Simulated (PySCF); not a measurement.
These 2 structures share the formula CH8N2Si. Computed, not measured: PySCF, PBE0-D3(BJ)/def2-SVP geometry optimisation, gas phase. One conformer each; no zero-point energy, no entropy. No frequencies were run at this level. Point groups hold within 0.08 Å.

Question: Order them by energy at this level, lowest first, and give relative energies in kcal/mol.
A. `[CH3:1][NH:2][SiH2:3][NH2:4]` with C1–N2–Si3–N4 -153°, N2–Si3–N4–H -149° and 62°
B. `[NH2:1][CH2:2][SiH2:3][NH2:4]` with H–N1–C2–Si3 68° and -46°, N1–C2–Si3–N4 52°, C2–Si3–N4–H -151° and 71°

Answer: A (0.0), B (15.7).

As drawn, the higher has an Si–C bond, which the lower lacks.

```
   SMILES      E (Eh)  E rel (kcal/mol)  dipole (D)  point group      A, B, C (MHz)
CN[SiH2]N  -441.45542               0.0        1.12           C1  16740, 2987, 2730
NC[SiH2]N  -441.43043              15.7        1.81           C1   9219, 3795, 3064
```

Question: How do the relative energies change in single points at PBE0/pcSseg-1 (no added dispersion term) on the same geometries?

Answer: 
| SMILES | PBE0-D3(BJ)/def2-SVP (kcal/mol) | PBE0/pcSseg-1 (kcal/mol) | shift |
| --- | --- | --- | --- |
| CN[SiH2]N | 0.0 | 0.0 | 0.0 |
| NC[SiH2]N | 15.7 | 16.2 | +0.5 |

Each column counts from its own lowest isomer. The order is unchanged; the largest shift is 0.5 kcal/mol.
